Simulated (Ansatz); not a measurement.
Input for Ansatz (a first-principles code): R-wB97M-V/def2-TZVPP on CH4 (SMILES C).

Ansatz 0.2 input:
```yaml
crystal:
  periodic: [false, false, false]
  atoms:
    - {symbol: C, position_ang: [0.00000000, 0.00000000, -0.00000000]}
    - {symbol: H, position_ang: [0.62892441, 0.62892441, 0.62892441]}
    - {symbol: H, position_ang: [-0.62892441, -0.62892441, 0.62892441]}
    - {symbol: H, position_ang: [0.62892442, -0.62892442, -0.62892441]}
    - {symbol: H, position_ang: [-0.62892442, 0.62892442, -0.62892441]}
basis:
  gaussian:
    orbitals: def2-TZVPP
hamiltonian:
  xc: {name: wB97M-V}
scf: {lower_state_search: off}
```

Problem. Give the final energy of this run.

Solution. -40.4928 hartree.
